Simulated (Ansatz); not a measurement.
```yaml
crystal:
  periodic: [false, false, false]
  atoms:
    - {symbol: N, position_ang: [-1.423158, 0.009900, 1.004689]}
    - {symbol: C, position_ang: [-0.335537, -0.252982, 0.407730]}
    - {symbol: Si, position_ang: [0.706624, -1.686367, 1.073726]}
    - {symbol: C, position_ang: [0.167766, 0.524511, -0.795825]}
    - {symbol: N, position_ang: [-0.636808, 1.697805, -1.056448]}
    - {symbol: H, position_ang: [-1.873448, 0.804646, 0.529676]}
    - {symbol: H, position_ang: [1.968201, -1.149740, 1.656020]}
    - {symbol: H, position_ang: [1.088809, -2.589575, -0.048275]}
    - {symbol: H, position_ang: [-0.056071, -2.433073, 2.098680]}
    - {symbol: H, position_ang: [1.238683, 0.734882, -0.650097]}
    - {symbol: H, position_ang: [0.116425, -0.145955, -1.661203]}
    - {symbol: H, position_ang: [-0.325960, 2.491633, -0.513005]}
    - {symbol: H, position_ang: [-0.615226, 1.959517, -2.030770]}
basis:
  gaussian: {orbitals: pcseg-2}
total_charge: 4
magnetization: {spin_polarized: true, initial_magnetization: 0}
hamiltonian: {xc: {name: r2SCANh}, dispersion: d3bjatm}
output: {forces: true}
```

```sh
$ ansatz run in.yaml --threads 4 --pin off --events-out ev --progress --plain --max-ram 10444MiB
```

It prints (some lines left out):

```
Functional definition: r2SCANh
1298 factors; their error is unknown
mean field evaluation 1: about -12812.2090 eV, gradient 1.5e2 eV
mean field evaluation 2: about -10629.1060 eV, gradient 4.6e2 eV
mean field evaluation 4: about -12954.0691 eV, gradient 6.5e1 eV
mean field evaluation 8: about -12975.0040 eV, gradient 2.6e1 eV
mean field evaluation 16: about -12984.2018 eV, gradient 3.6e0 eV
mean field evaluation 32: about -12986.5476 eV, gradient 2.2e-5 eV
mean field -12986.68869637 eV, -477.2520068977 hartree, gradient 7.6e-6 eV, S^2 1.998449; 12 other end points of the search recorded, 0 dependent functions left out
reference -12986.68870599 eV, -477.2520072515 hartree; 22, 22 occupied and 244, 244 virtual orbitals, 1298 factors
Total energy: -12986.77316629 eV, -477.2551111101 hartree
Atom 0 at    -1.423158     0.009900     1.004689 Å, force     1.990204     1.304560    -2.861046 eV/Å
Atom 1 at    -0.335537    -0.252982     0.407730 Å, force    -0.310464    -1.863416     1.838959 eV/Å
Atom 2 at     0.706624    -1.686367     1.073726 Å, force    -0.559820     2.522307    -0.648867 eV/Å
Atom 3 at     0.167766     0.524511    -0.795825 Å, force    -1.351655    -0.467510    -0.605665 eV/Å
Atom 4 at    -0.636808     1.697805    -1.056448 Å, force     3.380826     0.115459    -0.272461 eV/Å
Atom 5 at    -1.873448     0.804646     0.529676 Å, force    -2.871817     0.494607     1.617912 eV/Å
Atom 6 at     1.968201    -1.149740     1.656020 Å, force     2.323204     0.373371     1.279341 eV/Å
Atom 7 at     1.088809    -2.589575    -0.048275 Å, force     0.948708    -2.441318    -2.107325 eV/Å
Atom 8 at    -0.056071    -2.433073     2.098680 Å, force    -1.568750    -2.330554     2.621620 eV/Å
Atom 9 at     1.238683     0.734882    -0.650097 Å, force     0.279874     0.892076    -0.036615 eV/Å
Atom 10 at     0.116425    -0.145955    -1.661203 Å, force    -0.144989    -0.431232    -0.280582 eV/Å
Atom 11 at    -0.325960     2.491633    -0.513005 Å, force    -0.933154     1.483577     1.145205 eV/Å
Atom 12 at    -0.615226     1.959517    -2.030770 Å, force    -1.182167     0.348075    -1.690476 eV/Å
Dipole moment:     0.727477    -0.639607     0.169971 e Å
```

Task: What is wrong with this run?

Result: The charge is far from anything that the molecule holds. The run converged. The result belongs to that input, not to the molecule as meant.
